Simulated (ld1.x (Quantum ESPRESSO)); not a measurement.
# An all-electron radial function and its pseudo partner (cadmium (Cd))

Columns: radius, all-electron u(r) and pseudo u(r) of the 4d shell (level -12.26 eV) of cadmium in the configuration [Ar] 3d10 4s2 4p6 4d10 5s1.75 5p0.25; PBE, scalar-relativistic, ultrasoft scheme, ld1.x (Quantum ESPRESSO) 7.5.

```json
{"r (bohr)": "0.098", "all-electron": "0.2341", "pseudo": "-0.0012"}
{"r (bohr)": "0.195", "all-electron": "0.4758", "pseudo": "-0.0096"}
{"r (bohr)": "0.292", "all-electron": "0.3811", "pseudo": "-0.0310"}
{"r (bohr)": "0.390", "all-electron": "0.0874", "pseudo": "-0.0701"}
{"r (bohr)": "0.488", "all-electron": "-0.2425", "pseudo": "-0.1280"}
{"r (bohr)": "0.585", "all-electron": "-0.5213", "pseudo": "-0.2025"}
{"r (bohr)": "0.682", "all-electron": "-0.7259", "pseudo": "-0.2900"}
{"r (bohr)": "0.780", "all-electron": "-0.8571", "pseudo": "-0.3854"}
{"r (bohr)": "0.878", "all-electron": "-0.9249", "pseudo": "-0.4802"}
{"r (bohr)": "0.975", "all-electron": "-0.9452", "pseudo": "-0.5657"}
{"r (bohr)": "1.072", "all-electron": "-0.9331", "pseudo": "-0.6363"}
{"r (bohr)": "1.170", "all-electron": "-0.8995", "pseudo": "-0.6872"}
{"r (bohr)": "1.268", "all-electron": "-0.8529", "pseudo": "-0.7149"}
{"r (bohr)": "1.365", "all-electron": "-0.8000", "pseudo": "-0.7195"}
{"r (bohr)": "1.463", "all-electron": "-0.7438", "pseudo": "-0.7035"}
{"r (bohr)": "1.560", "all-electron": "-0.6879", "pseudo": "-0.6714"}
{"r (bohr)": "1.658", "all-electron": "-0.6329", "pseudo": "-0.6283"}
{"r (bohr)": "1.755", "all-electron": "-0.5810", "pseudo": "-0.5804"}
{"r (bohr)": "1.852", "all-electron": "-0.5321", "pseudo": "-0.5322"}
{"r (bohr)": "1.950", "all-electron": "-0.4860", "pseudo": "-0.4860"}
{"r (bohr)": "2.047", "all-electron": "-0.4438", "pseudo": "-0.4438"}
{"r (bohr)": "2.145", "all-electron": "-0.4045", "pseudo": "-0.4045"}
{"r (bohr)": "2.242", "all-electron": "-0.3687", "pseudo": "-0.3687"}
{"r (bohr)": "2.340", "all-electron": "-0.3356", "pseudo": "-0.3356"}
{"r (bohr)": "2.438", "all-electron": "-0.3054", "pseudo": "-0.3054"}
{"r (bohr)": "2.535", "all-electron": "-0.2781", "pseudo": "-0.2781"}
```

(1) How many radial nodes do the two functions have?

(2) At about which radius was the pseudo-wave matched?

(3) Where does each function peak?

(4) Is the pseudo-wave norm-conserving?

Answers

(1) The all-electron 4d function has n − l − 1 = 1; the pseudo-wave has 0, since the states of the same l below it are removed with the core.

(2) 1.95 bohr. The columns agree to 0.0005 from 1.85 bohr on; several derivatives are matched, so the curves merge somewhat inside the radius.

(3) Outermost all-electron maximum near 0.97 bohr, pseudo maximum near 1.36 bohr (to the table’s step).

(4) No, it belongs to an ultrasoft set: the norm inside the radius is not constrained, and the difference is carried by the augmentation charge.
